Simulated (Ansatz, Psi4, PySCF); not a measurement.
water (H2O), singlet, geometry from GFN2-xTB. Base run: WB97M-V/6-31G** (PySCF).

The PySCF input:
```python
from pyscf import gto, scf, dft

mol = gto.Mole()
mol.atom = '''
    O     0.009570    0.002064    0.113389
    H    -0.055794    0.763622   -0.466128
    H    -0.020764   -0.780134   -0.440983
'''
mol.basis = '6-31g**'
mol.charge = 0
mol.spin = 0
mol.verbose = 4
mol.build()

mf = dft.RKS(mol)
mf.xc = 'wb97m_v'
mf.kernel()
```

The same geometry, method and basis name were run in Ansatz (a quantum-chemistry and plane-wave program) and Psi4 and PySCF, at each program's defaults and at the settings that a row names. The base is PySCF at its defaults. Differences at the defaults can come from grids, fitting, cores and function types together.

| code and settings | ΔE vs base (mEh) | basis functions | E (Eh) | SCF cycles | dipole (D) |
|---|---|---|---|---|---|
| PySCF, defaults (exact integrals, its default grid, spherical functions) | 0.000 | 24 | -76.38668 | 8 | 1.99 |
| Psi4, defaults (density fitting with its default set, its default grid, Cartesian functions) | -1.056 | 25 | -76.38774 | 8 | 1.99 |
| Ansatz, defaults (factorised integrals, its default grid, Cartesian functions) | -1.020 | 25 | -76.38770 | - | - |
| PySCF, density fitting with def2-universal-jkfit | -0.023 | 24 | -76.38670 | 8 | 1.99 |
| PySCF, fine grid | 0.000 | 24 | -76.38668 | 8 | 1.99 |
| Psi4, exact integrals, spherical functions, fine grid | 0.000 | 24 | -76.38668 | 9 | 1.99 |
| Ansatz, high accuracy, Cartesian functions as the basis file defines them | -1.021 | 25 | -76.38770 | - | - |
